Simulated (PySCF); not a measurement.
**Xenon: a sound run and one with changed settings**

Sound run: Xe+ [Kr] 4d10 5s2 5p5, Xe(2+) [Kr] 4d10 5s2 5p4. All numbers are calculated (PySCF 2.14, a scalar-relativistic core potential, in def2-TZVP with the def2 core potential (28 electrons) (6s5p3d2f, 50 functions)). In the sound run the correlated levels freeze 4s2 4p6 4d10 outside the core potential. The sound run starts from symmetry-adapted Hartree-Fock orbitals and uses a fine grid where one is needed.

Changed run: a valence shell is frozen. This setting is unsound on purpose.

```
species   method  sound run (hartree)  changed run (hartree)  converged
    Xe+      MP2           -327.99284             -327.94886        yes
    Xe+  CCSD(T)           -328.01505             -327.95896        yes
 Xe(2+)      MP2           -327.22949             -327.18092        yes
 Xe(2+)  CCSD(T)           -327.24993             -327.18901        yes
```

Ionisation energy of Xe+:

```json
{"method": "UHF", "sound run (eV)": "20.077", "changed run (eV)": "20.077"}
{"method": "MP2", "sound run (eV)": "20.772", "changed run (eV)": "20.897"}
{"method": "SCS-MP2", "sound run (eV)": "20.769", "changed run (eV)": "20.947"}
{"method": "CCSD", "sound run (eV)": "20.793", "changed run (eV)": "20.918"}
{"method": "CCSD(T)", "sound run (eV)": "20.820", "changed run (eV)": "20.952"}
```

Freezing a valence shell removes pair correlation that changes on ionisation.

For comparison, NIST gives 20.975 eV between the lowest levels.
